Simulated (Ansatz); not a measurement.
Input (CCSDT(Q)/cc-pV(T+d)Z; Ansatz, a quantum-chemistry and plane-wave program): A basis named .json is the Basis Set Exchange file of that set.

Ansatz 0.2 input:
```yaml
crystal:
  periodic: [false, false, false]
  atoms:
    - {symbol: C, position_ang: [-1.02295599, 0.16202151, -0.18222466]}
    - {symbol: S, position_ang: [0.50216921, -0.03524627, 0.06037744]}
    - {symbol: H, position_ang: [-1.89697145, -0.40818871, 0.12730887]}
basis:
  gaussian:
    orbitals: cc-pV_T+d_Z.json
magnetization: {spin_polarized: true, initial_magnetization: 1}
correlation: {method: ccsdt_q, electrons: outside_noble_gas}
```

Output:

```
Functional definition: HF
integrals: 0.16 GiB planned
997 factors; integrals over basis functions are off by at most 2.2e-7 eV
mean field: 0.20 GiB planned
mean field evaluation 1: about -11861.5453 eV, gradient 9.0e0 eV
mean field evaluation 2: about -11861.5511 eV, gradient 9.0e0 eV
mean field evaluation 4: about -11862.2667 eV, gradient 2.2e0 eV
mean field evaluation 8: about -11862.3405 eV, gradient 3.2e-1 eV
mean field evaluation 16: about -11862.4076 eV, gradient 3.4e-1 eV
mean field evaluation 32: about -11862.3405 eV, gradient 3.2e-1 eV
mean field evaluation 64: about -11862.4161 eV, gradient 2.4e-4 eV
mean field evaluation 96: about -11861.6101 eV, gradient 1.7e-3 eV
mean field evaluation 128: about -11859.2672 eV, gradient 4.1e-4 eV
mean field evaluation 160: about -11859.1792 eV, gradient 2.0e-3 eV
mean field -11862.41613421 eV, -435.9357522977 hartree, gradient 2.3e-6 eV, S^2 0.999797; 9 other end points of the search recorded, 0 dependent functions left out
determinant -11862.41613421 eV, -435.9357522977 hartree, with singles and doubles -11871.33282879 eV, -436.2634347796 hartree
determinant -11861.61009538 eV, -435.9061309171 hartree, with singles and doubles -11870.27103357 eV, -436.2244145250 hartree
determinant -11861.08371393 eV, -435.8867867556 hartree, with singles and doubles -11870.35400177 eV, -436.2274635501 hartree
determinant -11859.26722237 eV, -435.8200319219 hartree, with singles and doubles -11867.31963334 eV, -436.1159525672 hartree
determinant -11859.17923506 eV, -435.8167984482 hartree, with singles and doubles -11867.18530286 eV, -436.1110160128 hartree
6 core orbitals not correlated
reference -11862.41613421 eV, -435.9357522977 hartree; 6, 5 occupied and 71, 72 virtual orbitals, 997 factors
second order -7.89339328 eV of doubles, -0.00000000 eV of singles
coupled cluster: 1.99 GiB planned
cycle   1  -8.28520020 eV  change   -3.9e-1 eV  update   1.2e-1
cycle   2  -8.87815907 eV  change   -5.9e-1 eV  update   6.3e-2
cycle   3  -9.43437450 eV  change   -5.6e-1 eV  update   4.9e-2
cycle   4  -9.38619743 eV  change    4.8e-2 eV  update   3.0e-2
cycle   5  -9.39965685 eV  change   -1.3e-2 eV  update   2.0e-2
cycle   6  -9.44565203 eV  change   -4.6e-2 eV  update   6.1e-3
cycle   7  -9.43553340 eV  change    1.0e-2 eV  update   2.9e-3
cycle   8  -9.43408310 eV  change    1.5e-3 eV  update   1.6e-3
cycle   9  -9.43553832 eV  change   -1.5e-3 eV  update   1.1e-3
cycle  10  -9.43299985 eV  change    2.5e-3 eV  update   6.9e-4
cycle  11  -9.43413208 eV  change   -1.1e-3 eV  update   4.2e-4
cycle  12  -9.43505837 eV  change   -9.3e-4 eV  update   1.9e-4
cycle  13  -9.43529892 eV  change   -2.4e-4 eV  update   1.0e-4
cycle  14  -9.43544356 eV  change   -1.4e-4 eV  update   5.1e-5
cycle  15  -9.43539481 eV  change    4.9e-5 eV  update   2.5e-5
cycle  16  -9.43536885 eV  change    2.6e-5 eV  update   1.2e-5
cycle  17  -9.43537794 eV  change   -9.1e-6 eV  update   5.8e-6
cycle  18  -9.43538129 eV  change   -3.3e-6 eV  update   2.9e-6
cycle  19  -9.43538274 eV  change   -1.5e-6 eV  update   1.4e-6
cycle  20  -9.43538433 eV  change   -1.6e-6 eV  update   7.2e-7
cycle  21  -9.43538355 eV  change    7.7e-7 eV  update   3.6e-7
coupled cluster: 1.99 GiB planned
perturbative correction -0.04199277 eV, -0.0015432058 hartree
Total energy: -11871.89351053 eV, -436.2840394537 hartree
```

The determinant is spin-contaminated: <S^2> is 1.00, 0.25 over the pure value.
